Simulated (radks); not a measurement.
Problem. These are the eigenvalues of the occupied orbitals of an atom or ion with whole-number occupations (eV). All-electron calculation, Dirac Kohn-Sham, LDA (Slater exchange, Perdew-Wang correlation), spin-unpolarised, spherical densities, finite nucleus; Fermi nuclear charge, rms radius of each element as measured or else 0.836 A^(1/3) + 0.57 fm. Program: a radial shooting solver on a logarithmic mesh with Libxc functionals.

1s1/2: -63092.82
2s1/2: -10738.53
2p1/2: -10255.23
2p3/2: -9139.006
3s1/2: -2436.095
3p1/2: -2221.351
3p3/2: -1983.342
3d3/2: -1616.741
3d5/2: -1564.726
4s1/2: -487.5792
4p1/2: -400.0876
4p3/2: -345.7193
4d3/2: -201.4213
4d5/2: -191.4960
5s1/2: -65.2734
5p1/2: -40.8995
5p3/2: -33.8612
4f5/2: -14.8033
4f7/2: -13.2751
6s1/2: -6.6557
6p1/2: -2.9228

Which element is it, and in what charge state? The configuration may be excited. Open shells, if any, fill j = l - 1/2 first.

Solution. Z = 71, lutetium, charge 0: Lu in [Xe] 4f14 6s1 6p2. The list shows which subshells hold electrons but not how many an open one holds; the 1s level, -2318.6 hartree, gives Z - s = 68.1 by -(Z - s)^2/2, which with screening and relativity narrows Z to a few neighbours, and the depths of the outer levels then fix element, charge and occupations together.
